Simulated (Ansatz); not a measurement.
`SS[SiH2]Cl` + `N[SiH2]F` → `F[SiH2]N[SiH2]Cl` + `SS`  (ligand exchange at the Si–S bond)

Gas-phase electronic energies from Ansatz, PBE0-D4/def2-TZVP geometries. CBS: MP2 limit from def2 TZ/QZ plus the TZ coupled-cluster correction, frozen cores. This one scheme is used for every species. Functionals use def2-TZVPP. HSE06 is defined as in plane-wave codes. One conformer a species, not always the lowest.

Task: Is it downhill or uphill in electronic energy at CCSD(T)/CBS, and by how much? (Best estimate.)

Result: The calculation gave: Downhill: ΔE = -0.8 kcal/mol.

Task: What do these levels give: B97M-V, HSE06-D4, CAM-B3LYP-D4, r2SCANh, HSE06, SCS-MP2/def2-QZVPP? (An estimate is asked.)

Result: Ansatz gave: B97M-V -0.5, HSE06-D4 0.7, CAM-B3LYP-D4 -2.0, r2SCANh -0.2, HSE06 0.4, SCS-MP2/def2-QZVPP -1.4 kcal/mol.

Task: What do rigid-rotor, harmonic-oscillator terms from PBE0-D4/def2-TZVP frequencies (298.15 K, 1 bar) make of the CCSD(T)/CBS value? (Best estimate.)

Result: Computed: ΔZPE = -1.1 kcal/mol, ΔH = -2.0 kcal/mol, ΔS = -5 J/(mol·K), ΔG = -1.7 kcal/mol. Modes under 50 cm⁻¹ make the entropy rough.

Largest T1 diagnostic among the species: 0.011.

At CCSD(T), def2-SVP lies −1.5 kcal/mol from the extrapolated value and def2-TZVPP −1.0 kcal/mol. In def2-TZVPP, CCSD(T) changes the Hartree–Fock value by +2.4 kcal/mol (the triples alone add +0.7 kcal/mol) and MP2 by +3.5 kcal/mol. From PBE to PBE0 (25 % exact exchange), in def2-TZVPP and without D4, ΔE moves by −0.9 kcal/mol.
